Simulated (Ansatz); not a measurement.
```yaml
crystal:
  periodic: [false, false, false]
  atoms:
    - {symbol: Br, position_ang: [-1.897601, -0.649962, -1.545221]}
    - {symbol: Si, position_ang: [-0.019431, 0.054888, -0.657781]}
    - {symbol: C, position_ang: [0.730477, -0.851234, 0.684778]}
    - {symbol: N, position_ang: [0.730477, -0.901234, 0.634778]}
    - {symbol: H, position_ang: [0.825758, 0.694642, -1.675045]}
    - {symbol: H, position_ang: [0.181868, 0.550224, 2.112566]}
basis:
  gaussian: {orbitals: def2-TZVP}
hamiltonian: {xc: {name: BHLYP}, dispersion: d3bj}
accuracy: high
```

```sh
$ ansatz run in.yaml --threads 2 --pin off --events-out ev --progress --plain --max-ram 4352MiB
```

Output, abridged:

```
Functional definition: BHLYP
2340 factors; integrals over basis functions are off by at most 4.6e-9 eV
mean field evaluation 1: about -74766.3882 eV, gradient 1.6e2 eV
mean field evaluation 2: about -74780.6536 eV, gradient 7.0e1 eV
mean field evaluation 4: about -74792.4625 eV, gradient 9.4e0 eV
mean field evaluation 8: about -74793.8806 eV, gradient 2.2e0 eV
mean field evaluation 16: about -74793.8841 eV, gradient 1.8e-3 eV
mean field -74793.88414621 eV, -2748.6245452578 hartree, gradient 2.7e-8 eV, S^2 0.000000; 0 other end points of the search recorded, 0 dependent functions left out
reference -74793.88417046 eV, -2748.6245461487 hartree; 32, 32 occupied and 127, 127 virtual orbitals, 2340 factors
Total energy: -74794.14461347 eV, -2748.6341172531 hartree
```

Question: Something in this input is off. What?

Answer: One atom was put on top of another. The run converged. The result belongs to that input, not to the molecule as meant.
